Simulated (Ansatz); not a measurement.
The cluster Ag₃H₄ (the lowest doublet isomer of a short search), 7 atoms. Hardware: 4 threads of Arm Neoverse N1 on a shared host.

In the def2 sets Ag takes a core potential; there is no spin–orbit coupling. Correlated methods freeze no core orbitals; core or outer-core shells of Ag are correlated, in sets that lack core-valence functions.

How many basis functions does each of these Ansatz runs have, and roughly what does it cost? r2SCAN-D4/def2-TZVPD, charge -1 singlet at the geometry of the charge 0 doublet, energy, from earlier orbitals; PBE0-D4/def2-TZVP, charge 0 doublet, energy, from earlier orbitals; MP2/def2-TZVP, charge 0 doublet, energy, from earlier orbitals; PBE0-D4/def2-TZVP, charge 1 triplet at the geometry of the charge 0 doublet, energy; PBE0-D4/def2-TZVP, charge 1 singlet, energy, from earlier orbitals; PBE0-D4/def2-TZVP, charge 0 doublet, relaxation, 38 steps; PBE-D4/def2-TZVPD, charge -1 singlet at the geometry of the charge 0 doublet, energy, from earlier orbitals; RPA@PBE/def2-TZVP, charge 0 doublet, energy, from earlier orbitals; PBE0-D4/def2-TZVPD, charge -1 triplet at the geometry of the charge 0 doublet, energy; PBE-D4/def2-TZVP, charge 1 singlet, energy, from earlier orbitals; BLYP-D4/def2-TZVP, charge 0 doublet, energy, from earlier orbitals; r2SCANh-D4/def2-TZVP, charge 0 doublet, energy, from earlier orbitals.

Other jobs shared the machine, so times can vary by a factor of up to 3. A dash marks memory too small to be measured apart from the calling script's.

```
                                                                                                           run  functions  fitting or Cholesky vectors  wall time  peak host memory (GiB)
                                             PBE-D4/def2-TZVP, charge 1 singlet, energy, from earlier orbitals        144                         1235      2.5 s                       –
                                            PBE0-D4/def2-TZVP, charge 1 singlet, energy, from earlier orbitals        144                         1334      2.6 s                       –
   PBE-D4/def2-TZVPD, charge -1 singlet at the geometry of the charge 0 doublet, energy, from earlier orbitals        156                         1263      3.1 s                       –
                                                MP2/def2-TZVP, charge 0 doublet, energy, from earlier orbitals        144                         1364      4.6 s                       –
                                            BLYP-D4/def2-TZVP, charge 0 doublet, energy, from earlier orbitals        144                         1235        5 s                       –
                                            PBE0-D4/def2-TZVP, charge 0 doublet, energy, from earlier orbitals        144                         1334        6 s                       –
                           PBE0-D4/def2-TZVP, charge 1 triplet at the geometry of the charge 0 doublet, energy        144                         1334        7 s                       –
r2SCAN-D4/def2-TZVPD, charge -1 singlet at the geometry of the charge 0 doublet, energy, from earlier orbitals        156                         1263        7 s                       –
                                            RPA@PBE/def2-TZVP, charge 0 doublet, energy, from earlier orbitals        144                         1364       11 s                       –
                                         r2SCANh-D4/def2-TZVP, charge 0 doublet, energy, from earlier orbitals        144                         1235       14 s                     0.6
                         PBE0-D4/def2-TZVPD, charge -1 triplet at the geometry of the charge 0 doublet, energy        156                         1362       22 s                    0.83
                                                     PBE0-D4/def2-TZVP, charge 0 doublet, relaxation, 38 steps        144                         1437    3.8 min                       –
```
